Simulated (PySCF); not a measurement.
# One molecule, several mistakes: BCH5OSi

All numbers below are calculated, not measured. The program is PySCF 2.14.0, an open-source quantum chemistry code, run on an isolated molecule that a program drew, which may never have been made. The molecule is BCH5OSi (charge 0, singlet), drawn as the SMILES string `B=CO[SiH3]`.

Each row is a Hartree-Fock (HF) and frozen-core CCSD(T) single point in the cc-pV(D+d)Z basis, meant for a local HF minimum. Run 1 is clean. Each other run has one planted mistake out of seven kinds, and not every kind appears here: one electron removed, one electron added, multiplicity raised by two, geometry at a saddle point, minimal basis STO-3G, one bond length entered in bohr, all coordinates scaled. The reference is restricted for singlets and unrestricted otherwise, and also for a bond in bohr. Adding or removing an electron swaps singlet and doublet. Electrons count all cores. HOMO and LUMO are orbital energies over both spins, the gradient is its largest component, and the lowest frequency (negative if imaginary) is given only where the gradient is small. Bond lengths are over the 8 bonds as drawn. T1 is the CCSD diagnostic: over 0.02 (restricted) or 0.045 (unrestricted) a single reference is doubtful.

Geometry of the clean run:
```xyz
9
BCH5OSi, angstrom
B    -1.0880    0.7496   -1.7775
C    -1.0824   -0.2709   -0.8264
O    -2.1793   -0.8790   -0.2650
Si   -2.5898   -0.7715    1.3355
H    -1.0097    1.5898   -2.5947
H    -0.1159   -0.6619   -0.5075
H    -2.9670    0.6145    1.6879
H    -1.4503   -1.1864    2.1848
H    -3.7341   -1.6790    1.5304
```

| run | electrons | basis functions | <S^2> | HOMO (eV) | LUMO (eV) | gradient (hartree/bohr) | lowest frequency (cm^-1) | mean bond (Å) | longest bond (Å) | T1 | HF (hartree) | CCSD(T) (hartree) | mistake |
|---|---|---|---|---|---|---|---|---|---|---|---|---|---|
| 1 | 38 | 90 | 0.000 | -8.52 | 1.90 | 1.7e-05 | 39 | 1.3904 | 1.656 | 0.0131 | -429.20463 | -429.75480 | no fault |
| 2 | 38 | 90 | 2.019 | -7.31 | 1.09 | 6.2e-02 | - | 1.3904 | 1.656 | 0.0190 | -429.16383 | -429.68822 | multiplicity raised by two |
| 3 | 38 | 90 | 0.000 | -8.48 | 1.84 | 1.2e-02 | - | 1.4126 | 1.682 | 0.0136 | -429.20230 | -429.75607 | ? |
| 4 | 38 | 90 | 1.140 | -8.47 | 1.23 | 6.1e-02 | - | 1.5745 | 3.129 | 0.0354 | -429.10306 | -429.62747 | ? |

**Which mistake was planted in run 3, and what did it cost?**

The mean and the longest bond both change by the same factor, 1.016, and the gradient is no longer small. So the mistake is: all coordinates scaled. Subtracting run 1 and multiplying by 627.51 kcal/mol a hartree, the energy moved by 1.5 kcal/mol in HF and -0.8 kcal/mol in CCSD(T).

**Which mistake was planted in run 4, and what did it cost?**

The mean bond changes by a factor of 1.132 and the longest by 1.889, so the molecule wasn't scaled as a whole. A length L in bohr read as angstrom grows by (1/0.5292 - 1) L = 0.890 L. The 8 bonds together grew by 8 x 0.1841 = 1.473 Å, which gives L = 1.655 Å. That is bond O3-Si4, 1.656 Å in the clean geometry. So the mistake is: one bond length entered in bohr. Subtracting run 1 and multiplying by 627.51 kcal/mol a hartree, the energy moved by 63.7 kcal/mol in HF and 79.9 kcal/mol in CCSD(T).

